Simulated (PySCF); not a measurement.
**Dy⁴⁸⁺ (dysprosium, charge +48): Hartree-Fock from Schrödinger to Dirac-Coulomb-Breit**

Occupied: 1s1/2, 2s1/2, 2p1/2, 2p3/2, 3s1/2, 3p1/2, 3p3/2. Hartree-Fock calculated with PySCF 2.14 in an even-tempered Gaussian basis (17 s from 5.3 bohr⁻², ratio 2.7; 14 p from 6.4 bohr⁻², ratio 2.7), Gaussian nucleus throughout. NR is non-relativistic, sf-X2C the spin-free one-electron X2C Hamiltonian, X2C adds the bare one-electron spin-orbit term, X2C-SNSO screens it by Boettger's factors, DC is four-component Dirac-Coulomb, and the Gaunt and Breit terms are added at first order (total energies over the DC spinors, levels after relaxing the spinors in that mean field). QED terms are absent. Levels marked empty are virtual spinors of this ion; the basis has s and p functions only, so 3d, which can lie below the n = 4 levels, is absent.

```tsv
level (eV)	NR	sf-X2C	X2C	X2C-SNSO
1s1/2	-53803.2	-57217.2	-57206.2	-57206.9
2s1/2	-11251.5	-12186.0	-12182.8	-12183.0
2p1/2	-10878.9	-11169.1	-11765.2	-11744.6
2p3/2	-10878.9	-11169.1	-10918.1	-10925.4
3s1/2	-4412.4	-4688.6	-4687.6	-4687.7
3p1/2	-4256.8	-4366.0	-4514.9	-4509.8
3p3/2	-4256.8	-4366.0	-4302.5	-4304.3
4s1/2 (empty)	-2246.8	-2350.2	-2349.9	-2350.0
4p1/2 (empty)	-2188.4	-2234.8	-2288.1	-2286.2
4p3/2 (empty)	-2188.4	-2234.8	-2212.2	-2212.8
```

Task: Where do the four-component calculations put these levels?

Result: 1s1/2: DC -57268.0, DC+Gaunt -57095.9, DC+Breit -57108.7; 2s1/2: DC -12191.0, DC+Gaunt -12172.4, DC+Breit -12173.8; 2p1/2: DC -11748.6, DC+Gaunt -11718.3, DC+Breit -11721.3; 2p3/2: DC -10931.8, DC+Gaunt -10910.9, DC+Breit -10913.9; 3s1/2: DC -4689.6, DC+Gaunt -4685.3, DC+Breit -4685.7; 3p1/2: DC -4510.8, DC+Gaunt -4503.5, DC+Breit -4504.4; 3p3/2: DC -4305.7, DC+Gaunt -4300.7, DC+Breit -4301.6; 4s1/2 (empty): DC -2350.6, DC+Gaunt -2349.0, DC+Breit -2349.2; 4p1/2 (empty): DC -2286.6, DC+Gaunt -2283.9, DC+Breit -2284.3; 4p3/2 (empty): DC -2213.3, DC+Gaunt -2211.4, DC+Breit -2211.8 (eV).

| Hamiltonian | E (hartree) | E − E(DC) (hartree) | CPU seconds |
| --- | --- | --- | --- |
| NR | -9515.5923 | 508.2373 | 0.37 |
| sf-X2C | -10011.1505 | 12.6790 | 0.27 |
| X2C | -10020.4947 | 3.3348 | 0.27 |
| X2C-SNSO | -10019.9045 | 3.9251 | 0.27 |
| DC | -10023.8296 | 0.0000 | 11 |
| DC+Gaunt | -10012.4043 | 11.4253 | 19 |
| DC+Breit | -10013.5179 | 10.3116 | 54 |

Weight of the small component: 1s1/2 0.0607, 2s1/2 0.0138, 2p1/2 0.0137, 2p3/2 0.0127, 3s1/2 0.00513, 3p1/2 0.00503, 3p3/2 0.00477, 4s1/2 0.00233, 4p1/2 0.00236, 4p3/2 0.00224.

Koopmans' value for the highest occupied level at DC+Breit: 4301.6 eV, against an ionisation energy of 4303 ± 4 eV (theoretical estimate listed by NIST; NIST Atomic Spectra Database, ionization energies); the former lacks relaxation, correlation, QED and recoil.

The whole ladder took 88 s of wall time on 1 thread of Neoverse-V1 (shared host), launched as `OMP_NUM_THREADS=1 python relrun2.py TASK.json OUT` (a driver that calls PySCF for each Hamiltonian).
